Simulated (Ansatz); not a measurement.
```yaml
crystal:
  periodic: [false, false, false]
  atoms:
    - {symbol: C, position_ang: [6.548019, -0.673579, -0.233443]}
    - {symbol: C, position_ang: [6.728302, 0.457887, 0.543419]}
    - {symbol: S, position_ang: [5.192979, 1.138585, 0.953422]}
    - {symbol: C, position_ang: [4.410968, -0.162695, 0.041872]}
    - {symbol: C, position_ang: [2.973845, -0.268016, -0.078740]}
    - {symbol: C, position_ang: [2.262806, -1.250554, -0.770670]}
    - {symbol: N, position_ang: [0.911413, -1.144356, -0.745526]}
    - {symbol: C, position_ang: [0.518559, -0.093724, -0.044737]}
    - {symbol: C, position_ang: [-0.856970, 0.277609, 0.160289]}
    - {symbol: C, position_ang: [-1.419088, 1.343214, 0.865926]}
    - {symbol: N, position_ang: [-2.773008, 1.416527, 0.868381]}
    - {symbol: C, position_ang: [-3.306912, 0.422491, 0.173878]}
    - {symbol: C, position_ang: [-4.727048, 0.234765, -0.003584]}
    - {symbol: C, position_ang: [-5.431632, -0.746649, -0.699943]}
    - {symbol: N, position_ang: [-6.791494, -0.642004, -0.674115]}
    - {symbol: C, position_ang: [-7.157627, 0.404458, 0.029235]}
    - {symbol: S, position_ang: [-5.859490, 1.350142, 0.717065]}
    - {symbol: S, position_ang: [-2.132943, -0.686934, -0.539182]}
    - {symbol: S, position_ang: [1.849157, 0.852290, 0.644553]}
    - {symbol: N, position_ang: [5.256494, -1.014089, -0.508962]}
    - {symbol: H, position_ang: [7.370172, -1.290503, -0.625214]}
    - {symbol: H, position_ang: [7.663702, 0.915289, 0.886861]}
    - {symbol: H, position_ang: [2.759046, -2.069087, -1.310175]}
    - {symbol: H, position_ang: [-0.828831, 2.101994, 1.402151]}
    - {symbol: H, position_ang: [-4.955836, -1.573606, -1.248909]}
    - {symbol: H, position_ang: [-8.204563, 0.700537, 0.196146]}
basis:
  gaussian: {orbitals: "6-31G*"}
hamiltonian: {xc: {name: HF}}
correlation: {method: rpa}
scf: {omitted_lower_state_checks: [starts]}
```

```sh
$ ansatz run in.yaml --threads 2 --pin off --events-out ev --progress --plain --max-ram 32768MiB --backend cuda --devices 0, --max-vram 18GiB
```

It prints (some lines left out):

```
Functional definition: HF
3159 factors; integrals over basis functions are off by at most 1.6e-3 eV
mean field evaluation 1: about -61642.2045 eV, gradient 5.7e1 eV
mean field evaluation 2: about -61642.6073 eV, gradient 5.7e1 eV
mean field evaluation 4: about -61652.1878 eV, gradient 9.6e0 eV
mean field evaluation 8: about -61652.5758 eV, gradient 4.7e-1 eV
mean field -61652.57800155 eV, -2265.6904519386 hartree, gradient 8.4e-6 eV, S^2 0.000000; 0 other end points of the search recorded, 0 dependent functions left out; unrestricted orbitals would lower it
mean field evaluation 16: about -61652.8938 eV, gradient 1.1e0 eV
36 core orbitals not correlated: weight in the atoms' cores, before any rotation towards them, 1.000 or more for the frozen orbitals, at most 0.000 for the correlated occupied ones
reference -61652.57800155 eV, -2265.6904519386 hartree; 49, 49 occupied and 243, 243 virtual orbitals, 3159 factors
Total energy: -61730.35420380 eV, -2268.5486746528 hartree
Checks for a lower state left out: starts
```

Run time 8.5 s (2 threads of AMD EPYC 7R13 on a shared host and a share (18 GiB) of an NVIDIA H100 80GB HBM3), peak host memory 1.5 GiB.

The 6-31G sets use Cartesian d functions. Correlated methods freeze 36 core orbitals. The restricted singlet (for correlated methods, its reference) is unstable: a solution with broken spin symmetry lies lower.
